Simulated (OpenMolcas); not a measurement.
**d8 ions of charge +3 down a group on the Zn site of KZnF3**

| Quantity | Value |
| --- | --- |
| Program | OpenMolcas 26.06 |
| Method | SS-CASPT2, IPEA 0.25 Eh, imaginary shift 0.1 Eh |
| Spin-orbit coupling | RASSI with atomic mean-field integrals over the reference wave functions |

The d shell is active; CASPT2 correlates the ligand valence shells and the outer metal core. Each dopant is a cluster with its nearest anions in model potentials and point charges, with no relaxation and no local charge compensation. Distances were set from a Shannon-type radius of the metal (high-spin where two are listed) plus a fixed donor radius (F 1.31 Å), in hosts weighted 0.65 to 0.35 with the host's distance in the model lattice. Ligand basis ANO-RCC-VDZP, DKH2 Hamiltonian. States (labels of O, the rotations of Oh). Energies in cm-1 above the lowest state or level, χT in cm3 K/mol. Spin-only χT is S(S+1) / 2 for the spin of the ground state.

| Ion | Shell | R (Å) | Metal basis | Ground state | First state of that spin | First gap with spin-orbit (degeneracies) | χT at 300 K | First state of another spin | Spin-only χT |
| --- | --- | --- | --- | --- | --- | --- | --- | --- | --- |
| Ag3+ | 4d8 | 2.048 | ANO-RCC-VTZP | 3A2 | 3T2 21890 | 4720 (3, 2) | 1.222 | 1E 4780 | 1.000 |
| Au3+ | 5d8 | 2.113 | ANO-RCC-VTZP | 3A2 | 3T2 22680 | 5280 (3, 2) | 1.519 | 1E 5730 | 1.000 |

Every ion keeps the highest spin of its shell. χT departs most from the spin-only value for Au3+, by +0.519 cm3 K/mol.

Roots that are degenerate in the reference are averaged as groups; the widest CASPT2 spread within a group is 180 cm-1 (the 3-fold group of multiplicity 1 near 49500 cm-1 above the lowest state of its run, Ag3+). Shifts and gaps below about the spread of the groups concerned are not significant. Over all roots computed the reference weight is 0.66 to 0.72 in Ag3+, 0.69 to 0.72 in Au3+; the roots of lowest weight are the least certain, and an intruder state may touch them. Real 4d8 and 5d8 ions are as a rule square planar and diamagnetic. Ligand-to-metal charge-transfer states are missing. With no ligand orbital active B as a rule stays too high, so bands that hang on it stand too high and its fall with covalency is understated. With one d shell and no ligand orbital active, 10Dq can be off by a tenth or more. The least metal-like active orbital is 77 % on the metal (Löwdin) and no ligand orbital is active, so the numbers are rough (holds for Ag3+). The least metal-like active orbital is 78 % on the metal (Löwdin) and no ligand orbital is active, so the numbers are rough (holds for Au3+). No measured value stands beside these numbers; the geometry was set by hand and not optimised.
